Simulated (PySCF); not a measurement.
Ge(F)2(Me)2 (C2H6F2Ge), SMILES [CH3][Ge]([F])([CH3])[F].

Coordinates come from a B3LYP-D3(BJ)/def2-SVP optimisation.

Vertical ionisation energy (IE) and electron affinity (EA) in eV. Rows of orbital energies are one-electron estimates. Where ΔSCF, EOM or ADC give a negative EA the extra electron is unbound and the value depends on the basis.

| level | IE | EA |
|---|---|---|
| −ε(HOMO), −ε(LUMO), HF/def2-TZVP (PySCF) | 12.21 | -3.16 |
| −ε(HOMO), −ε(LUMO), PBE/def2-TZVP (PySCF) | 7.56 | 0.36 |
